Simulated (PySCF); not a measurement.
## Dipole response of Cl (chlorine, neutral)

[Ne] 3s2 3p5, 2P determinant. All numbers are calculated (PySCF 2.14, the spin-free X2C one-electron Hamiltonian (Gaussian nucleus), in aug-cc-pVQZ-DK). Coupled (time-dependent) response in atomic units; α is the mean over directions.

| method | mean α (bohr³) | α xx, yy, zz | C₆ (like pair) | S(−4) |
| --- | --- | --- | --- | --- |
| UHF | 14.19 | 13.10, 14.74, 14.74 | 89.05 | 49.05 |
| PBE | 15.64 | 14.17, 16.38, 16.38 | 99.95 | 66.65 |
| PBE0 | 14.99 | 13.68, 15.64, 15.64 | 94.92 | 58.34 |
| r2SCAN0 | 14.74 | 13.47, 15.38, 15.38 | 95.21 | 52.73 |
| BP86 | 15.74 | 14.24, 16.49, 16.49 | 100.8 | 67.41 |

S(−4) is the Cauchy moment in α(ω) = α(0) + S(−4) ω² + …

Reference α: 14.6 ± 0.1 bohr³ (recommended; Schwerdtfeger and Nagle, table of static dipole polarizabilities (2023 update)). Published C₆: 94.60 (Chu and Dalgarno (2004); Tang, Norbeck and Certain (1976)).

α(iu) at PBE0:

```
u (hartree)  α(iu) (bohr³)
          0          14.99
     0.0500          14.84
      0.100          14.43
      0.200          13.05
      0.300          11.36
      0.500          8.244
      0.750          5.551
       1.00          3.885
       1.50          2.147
       2.00          1.346
       3.00         0.6729
       5.00         0.2771
```

A single London oscillator, α(iu) = α/(1 + u²/ω²), gives C₆ = (3/4) ω α². Matching the computed C₆ needs ω = 4 × 94.92 / (3 × 14.99²) = 0.563 hartree.

The components differ because the open shell of this determinant is not spherical; for a pure term their mean is the scalar polarisability.
